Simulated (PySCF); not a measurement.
BeF₂, SMILES [F][Be][F].

Geometry: r2SCAN-D4/def2-TZVP. The isomer is the one that the SMILES or the coordinates give; other isomers of the formula were not compared.

Two levels are set side by side: PBE/def2-TZVPD (PySCF) and M06-2X/def2-TZVPD (PySCF). Same geometry, gas phase. Differences are taken from unrounded values.

```
quantity                       PBE
---------------------------  -----
orbital gap (eV)              8.32
highest occupied level (eV)  -9.77
lowest empty level (eV)      -1.45
mean polarisability (bohr³)   15.1
```

Q: These are the PBE values. What does M06-2X give? (An estimate is asked for; the answer gives what the named calculation found.)

A: 
```tsv
quantity	M06-2X	PBE minus M06-2X
orbital gap (eV)	13.34	-5.02
highest occupied level (eV)	-13.95	4.18
lowest empty level (eV)	-0.61	-0.85
mean polarisability (bohr³)	13.1	2.0
```

Without exact exchange PBE keeps part of each electron's self-repulsion, which lifts occupied levels and narrows the gap. Loosely held outer electrons make PBE densities more polarisable. Differences between two approximate levels are no errors against the true value.

Rough cost on one machine, each run with all the roots and properties that it gave: M06-2X against PBE about 4 times.
